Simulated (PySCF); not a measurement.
**N²⁺ (nitrogen, charge +2): M06-2X calculation**

Configuration: [He] 2s2 2p1, 2P determinant. Calculation: PySCF 2.14, in Sapporo-DZP-2012; scalar relativity by spin-free X2C-1e.

| Property | Result |
| --- | --- |
| Total energy | -52.9759 hartree |
| One-electron energy | -65.5154 hartree |
| Hartree (Coulomb) energy | 18.3901 hartree |
| Exchange-correlation energy | -5.8507 hartree |
| ⟨S²⟩ | 0.7510 |
| ⟨L²⟩ | 2.002 |
| Sum of ⟨r⟩ | 3.937 bohr |
| Sum of ⟨r²⟩ | 5.009 bohr² |
| Traceless quadrupole moment −½Σ⟨3z² − r²⟩ along its main axis | -0.608 e·bohr² |
| Langevin diamagnetic susceptibility | -3.97 ×10⁻⁶ cm³/mol |
| Time after the integrals | 0.11 s of wall time on 1 thread of Neoverse-V2 (shared host) |

```
shell  electrons  mean orbital energy (hartree)  rms radius, mean of both spins (bohr)
 1s α          1                      -16.34330                                  0.265
 1s β          1                      -16.32040                                  0.265
 2s α          1                       -1.99898                                   1.28
 2s β          1                       -1.90207                                   1.28
 2p α          1                       -1.57993                                   1.25
```
